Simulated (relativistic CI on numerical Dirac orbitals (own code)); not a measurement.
**Ba²⁶⁺: sensitivity of the levels to the model**

Base calculation: Dirac-Coulomb-Breit CI, orbitals from a KLI potential per configuration, model QED, unscaled Slater integrals.

CI space (outside the closed core [Ar] 3d10): 4s², 4s4p, 4p², 4s4d, 4d², 4s4f, 4p4d, 4f², 4p4f, 4d4f, 4s5s, 4s5p, 4s5d, 4s5f, 4s5g, 4s6s. Levels of other configurations are missing.

Variants: (1) valence Slater integrals scaled by 0.9; (2) configuration mixing switched off; (3) only the first 3 configurations. Shifts of the energy above 4s² ¹S0, in cm⁻¹, for the lowest level and the first level of each name with at least 55 % of one term (blank where a level changes its place among those of its configuration and J or its character, or is not in the variant):

| Level | Base | Δ(1) | Δ(2) | Δ(3) |
| --- | --- | --- | --- | --- |
| 4s² ¹S0 | 0 | 0 | 0 | 0 |
| 4s4p ³P°0 | 398603 | +1451 | -12954 | +504 |
| 4s4p ³P°1 | 426565 | -121 | -11249 | +2209 |
| 4s4p ³P°2 | 575347 | +1398 | -12752 | +706 |
| 4s4p ¹P°1 | 679798 | -9068 | +195 | +13654 |
| 4p² ³P0 | 927284 | -2604 | -13377 | +4018 |
| 4p² ³P1 | 1074295 | -112 | -12160 | +1298 |
| 4p² ¹D2 | 1079459 | +761 | +7293 | +20751 |
| 4p² ³P2 | 1245431 | +1245 | +8797 | +22255 |
| 4p² ¹S0 | 1321984 | -7480 | -10554 | +12426 |
| 4s4d ³D1 | 1360589 | -561 | -12412 |  |
| 4s4d ³D2 | 1372192 | -888 | -13943 |  |
| 4s4d ³D3 | 1395422 | -530 | -12226 |  |
| 4s4d ¹D2 | 1477880 | -10867 | -40013 |  |

At this charge energies of transitions that change n are usually good to better than 1 %, and those within a shell (Δn = 0) to a few per cent.

Ionisation energy from the two ground configurations alone: base 934.571 eV. The NIST ASD value (theoretical) is 935 eV.

LS names give the leading component of a level, which can be under half, so a name can repeat, a term be missing and a line seem to break the LS rules.
